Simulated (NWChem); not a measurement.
Molecule: diiodomethane (CH₂I₂); SMILES C(I)I

```xyz
5

I      1.8134     0.0000     0.0903
C      0.0000     0.0000    -1.0422
I     -1.8134     0.0000     0.0903
H      0.0000     0.9029    -1.6605
H      0.0000    -0.9029    -1.6605
```
Atoms are numbered in this order, from 1.

Results from NWChem. The geometry was optimised at PBE0/def2-SVP. No frequency run checked for a minimum. def2 effective core potentials on I; no spin-orbit coupling.

### Question
What does the run give for BLYP/def2-TZVP? Quantities: highest occupied level (eV); orbital gap (eV); dipole (D).

### Answer
```yaml
highest occupied level (eV): -6.10
orbital gap (eV): 3.42
dipole (D): 1.11
```
